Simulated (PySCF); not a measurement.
## Computed vibrations of SmCl3(H2O)

SmCl3(H2O) (singlet in the valence; each metal's 4f electrons, 5 of them, lie in its core potential, out of spins and levels). PySCF 2.14.0, RKS PBE0, Sm lcecp-1-SVP with ECP51, Cl def2-SVP, O def2-SVP, H def2-SVP; non-relativistic Hamiltonian with scalar-relativistic core potentials where named; density fitting; no spin-orbit coupling. Central differences of gradients.

```xyz
7

Sm    0.0278   -0.0358    0.0358
Cl    1.1414    1.9400    1.1834
Cl   -1.7096   -1.3402    1.3402
Cl    1.1414   -1.1834   -1.9400
O    -1.3229    1.3927   -1.3927
H    -1.5389    2.3182   -1.2174
H    -1.5389    1.2174   -2.3182
```

Run from Python with OMP_NUM_THREADS=2. Where DIIS fails, smearing, a level shift and second-order steps follow.
It took 4.5 min on 2 threads of Arm Neoverse V1 (shared host).

(1) What are the harmonic wavenumbers and infrared intensities?

(2) Is this a minimum?

An lcecp potential fixes the number of 4f electrons, so in runs with it no electron can move into or out of that shell.

Results:

(1) Modes are labelled in Cs; negative numbers are unstable modes, those under 60 cm⁻¹ near the noise; a finer grid moves soft modes by up to 10 cm⁻¹.
```
cm⁻¹  km/mol  symmetry
 -39       –       a''
  39    24.5        a'
  53    28.1        a'
  71     1.6       a''
  72     2.7        a'
 132     6.0       a''
 258   191.7        a'
 309    10.4        a'
 317     0.1        a'
 335    78.4       a''
 343   161.8        a'
 476    73.9       a''
1613   108.2        a'
3839   160.4        a'
3932   188.8       a''
```

(2) Probably not: 1 unstable, though so soft as to be near the noise; the lowest moves the atoms so:
```
Sm   0.00 -0.01 -0.01
Cl  -0.04  0.05 -0.07
Cl   0.00 -0.03 -0.03
Cl   0.04 -0.07  0.05
O    0.00  0.18  0.18
H    0.57  0.33  0.13
H   -0.57  0.13  0.33
```
